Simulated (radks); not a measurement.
Question: The mean radii <r> (bohr) of the occupied orbitals of an atom or ion are listed with their occupations. Calculated with a radial shooting solver on a logarithmic mesh with Libxc functionals: scalar-relativistic Kohn-Sham, PBE, spin-unpolarised, spherical densities, point nucleus.

orbital  occ.      <r>
1s          2  0.03609
2s          2   0.1580
2p          6   0.1377
3s          2   0.4432
3p          6   0.4458
3d         10   0.4330
4s          2    1.155
4p          6    1.291
4d          3    1.854

Name the element and its charge.

Answer: Z = 41, niobium, charge +2: Nb2+ in [Kr] 4d3. The 1s radius gives Z: for a bare nucleus <r> = (2 gamma + 1)/(2Z) with gamma = sqrt(1 - (Z/c)^2), 0.03547 bohr for Z = 41, and screening makes it slightly larger (0.03609 here). The occupations add up to 39, and the charge is Z minus that.
